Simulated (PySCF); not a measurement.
How the method changes the constants of HBr⁺

State: ²Π (doublet), unpaired electrons π ↑. Set-up: H def2-TZVPPD, Br def2-TZVPPD; no relativity (PySCF 2.14). De refers to H + Br⁺ in their high-spin ground configurations, without counterpoise correction. The functionals are run spin-unrestricted. A positive dipole points towards Br; it is taken about the centre of mass and depends on that origin.

```
      Level  Re (Å)  ωe (cm⁻¹)  De (eV)  μ (D)  CPU s a point (SCF and correlation, without the integrals)
        UHF   1.437       2588     2.91  -1.60                                                        0.48
    UHF-MP2   1.441       2530     3.91    n/a                                                        0.77
UHF-SCS-MP2   1.442       2524     3.96    n/a                                                         n/a
   UHF-CCSD   1.445       2493     3.96    n/a                                                         n/a
UHF-CCSD(T)   1.448       2474     4.00    n/a                                                          21
        PBE   1.468       2361     4.17  -1.53                                                         0.7
     r²SCAN   1.455       2431     4.20  -1.56                                                        0.97
      TPSSh   1.456       2427     4.21  -1.53                                                         1.3
      B3LYP   1.459       2410     4.16  -1.53                                                         1.1
       PBE0   1.455       2452     4.10  -1.56                                                         1.5
    r²SCAN0   1.447       2488     4.12  -1.58                                                         1.3
        M06   1.457       2440     4.07  -1.50                                                         1.3
  BHandHLYP   1.445       2506     4.03  -1.56                                                        0.77
      ωB97X   1.448       2509     4.14  -1.54                                                         1.4
```

Which functional lies closest to UHF-CCSD(T) in De, which farthest, and by how much do they differ from it?

Closest is BHandHLYP (-0.3 pm in Re, +1.3 % in ωe, +0.03 eV in De against UHF-CCSD(T) in the same basis), farthest TPSSh (+0.8 pm in Re, -1.9 % in ωe, +0.21 eV in De). CCSD(T) converges more slowly with the basis than the functionals do and binds too weakly in this one, so the order can change at the basis-set limit.

What does a quarter of exact exchange do here, going from r²SCAN to r²SCAN0?

r²SCAN0 less r²SCAN: -0.8 pm in Re, +2.3 % in ωe, -0.08 eV in De. Exact exchange removes part of the self-interaction that spreads semilocal densities, and in most molecules shortens and stiffens the bond and lowers De; so it does here.

What does second-order correlation do here, going from UHF to UHF-MP2?

UHF-MP2 less UHF: +0.4 pm in Re, -2.2 % in ωe, +1.00 eV in De. Correlation nearly always deepens the well. The bond lengthens, as in strong covalent bonds, where excitations into antibonding orbitals dominate.

Correlated steps freeze 9 core orbitals. Spin–orbit coupling is left out. For an ion De counts to the pair picked by the measured ionisation energies or electron affinities, which need not be the lowest pair at this level. The state is the lowest determinant that a PBE0 search found; another state may lie lower at other levels.

The whole job (state search and all levels along the bond) took about 5.7 min on 1 thread of Intel Xeon Platinum 8488C (shared host), peak memory 1.5 GiB.
